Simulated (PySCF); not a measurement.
Compound: C₅H₉OSi (doublet state).
Structure used (GFN2-xTB), in Å, numbered top down from 1:
```xyz
16
C5H9OSi angstrom
O     -2.433    0.137   -1.229
C     -1.502    1.032   -0.661
C     -0.649    0.352    0.405
C      0.525    1.112    0.798
C      1.755    0.702    0.678
C      1.953   -0.688    0.072
Si     0.176   -1.288   -0.301
H     -3.012   -0.185   -0.529
H     -2.016    1.911   -0.245
H     -0.872    1.364   -1.489
H     -1.281    0.131    1.272
H      2.628    1.262    0.973
H      2.488   -1.322    0.782
H      2.586   -0.615   -0.815
H     -0.099   -1.468   -1.721
H     -0.254   -2.430    0.510
```

The hyperfine couplings belong to this conformer and change with its torsions.

The species is `OC[C@@H]1[C]=CC[SiH2]1` [radical].

Theory: UKS B3LYP, pcH-1 on C H O Si, non-relativistic, mean-field spin-orbit, GIAO in PySCF 2.14.0. Geometry: GFN2-xTB, one conformer, isolated molecule. A GFN2-xTB geometry isn't a minimum of the functional, and hyperfine couplings can be far from their values at a DFT geometry. The SCF solution wasn't tested for stability.

Question: Predict the first-order ENDOR lines of H12, H11, H14, H13, H16, H15 and H9 under fast tumbling at B = 342.3 mT (X band).

Answer: For S = 1/2 in fast tumbling each set of equivalent nuclei gives two lines, ν± = |νn ± a/2| to first order, with νn = g_N μN B/h and μN/h = 7.62259 MHz/T.

```
nuclei  isotope     g_N  νn (MHz)  a_iso (MHz)  lower line (MHz)  upper line (MHz)
   H12       1H  5.5857     14.57        51.86             11.35             40.50
   H11       1H  5.5857     14.57        19.86              4.64             24.51
   H14       1H  5.5857     14.57        -9.21              9.97             19.18
   H13       1H  5.5857     14.57        -8.35             10.40             18.75
   H16       1H  5.5857     14.57         5.88             11.64             17.51
   H15       1H  5.5857     14.57         5.44             11.86             17.29
    H9       1H  5.5857     14.57        -1.05             14.05             15.10
```

Question: Which pairs are centred on the nuclear Larmor frequency, and which on half the coupling?

Answer: Centred on νn, since |a| < 2νn: H11, H14, H13, H16, H15 and H9. Centred on |a|/2 and split by 2νn: H12.

Largest spin populations (Mulliken): C4 (+0.93), C5 (-0.12), Si7 (+0.10) and C6 (+0.07). No atom but C4 exceeds +0.15.
